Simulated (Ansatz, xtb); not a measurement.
**GeH4NO+: where a starting geometry ends**

The starting geometry of this gas-phase singlet was built from a drawn formula by distance geometry and a force field; its bonds are those of `[H]/[O+]=[N]/[GeH3]`.

```xyz
7

Ge   -0.1646   -0.5921   -0.3333
N    -0.6122   -0.6373   -2.1389
O    -0.5149   -1.6685   -2.7193
H    -0.7318   -1.7105   -3.6142
H    -0.3528    0.9063    0.1820
H    -1.0958   -1.4602    0.4992
H     1.2837   -0.9665   -0.0973
```

Question: Where would you expect an optimisation with r2SCAN-D4/def2-SVP to take it?

Answer: It keeps its bonds, and is `[H]/[O+]=[N]/[GeH3]`.

The energy falls by 0.79 eV over 12 steps:

| step | E − E(last) (eV) |
| --- | --- |
| 1 | 0.786 |
| 2 | 0.203 |
| 3 | 0.084 |
| 5 | 0.040 |
| 6 | 0.013 |
| 7 | 0.002 |
| 8 | 0.001 |
| 10 | 0.000 |
| 11 | 0.000 |
| 12 | 0.000 |

Final geometry (Å):

```tsv
atom	x (Å)	y (Å)	z (Å)
Ge	-0.1275	-0.6001	-0.1617
N	-0.9391	-0.9049	-1.9376
O	-0.2005	-1.4557	-2.7697
H	-0.6869	-1.5719	-3.6361
H	-0.3499	0.9123	-0.1315
H	-1.1776	-1.3726	0.6375
H	1.2931	-1.1358	-0.2228
```

From the same start GFN2-xTB ends elsewhere, at `O[NH+]=[GeH2]`.

No frequencies were run, so the end isn't proven a minimum. Run with Ansatz 0.2.0, 60 s on 1 thread of Intel(R) Xeon(R) Processor @ 2.50GHz (Skylake/Cascade Lake) (shared host).
